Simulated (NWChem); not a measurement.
# C₂H₉NSi; SMILES CCN[SiH3]

```xyz
13

C      0.1754    -2.3731    -0.2181
C     -0.5091    -1.0703     0.1934
N      0.4213     0.0498     0.2331
Si    -0.0199     1.7057    -0.0871
H     -0.5485    -3.2123    -0.2595
H      0.9665    -2.6522     0.5099
H      0.6547    -2.2670    -1.2118
H     -1.3073    -0.8250    -0.5418
H     -1.0381    -1.2239     1.1677
H      1.2169    -0.1072     0.8584
H     -0.9516     2.3615     0.9139
H     -0.7140     1.7653    -1.4230
H      1.2551     2.5040    -0.1110
```
Atoms are numbered in this order, from 1.

Level: PBE-D3(BJ)/def2-SVP (NWChem), optimised geometry, unscaled harmonic frequencies. 

List the harmonic frequencies with IR intensities, and the thermochemistry.


| frequency (cm⁻¹) | IR intensity (km/mol) |
|---|---|
| 62 | 0.1 |
| 128 | 0.6 |
| 190 | 2.9 |
| 272 | 2.2 |
| 360 | 4.8 |
| 446 | 81.6 |
| 659 | 30.1 |
| 674 | 33.6 |
| 762 | 16.8 |
| 808 | 18.5 |
| 870 | 72.1 |
| 930 | 31.5 |
| 938 | 113.1 |
| 960 | 193.0 |
| 1058 | 4.2 |
| 1085 | 8.4 |
| 1145 | 94.9 |
| 1239 | 14.4 |
| 1314 | 4.2 |
| 1343 | 2.4 |
| 1376 | 66.9 |
| 1412 | 10.6 |
| 1419 | 0.9 |
| 1438 | 5.3 |
| 2093 | 186.3 |
| 2153 | 90.0 |
| 2171 | 122.8 |
| 2888 | 80.2 |
| 2967 | 19.3 |
| 2982 | 17.0 |
| 3052 | 26.0 |
| 3072 | 20.0 |
| 3499 | 11.5 |

```yaml
zero_point_energy: 65.4 kcal/mol
thermal correction to the enthalpy at 298.15 K (with zero-point energy): 70.2 kcal/mol
heat capacity Cv: 23.1 cal/(mol K)
entropy at 298.15 K and 1 atm (symmetry number 1): 79.4 cal/(mol K)
dipole_moment: 1.25 D
```

Rigid rotor and harmonic oscillator; modes under 100 cm⁻¹ make the entropy uncertain.
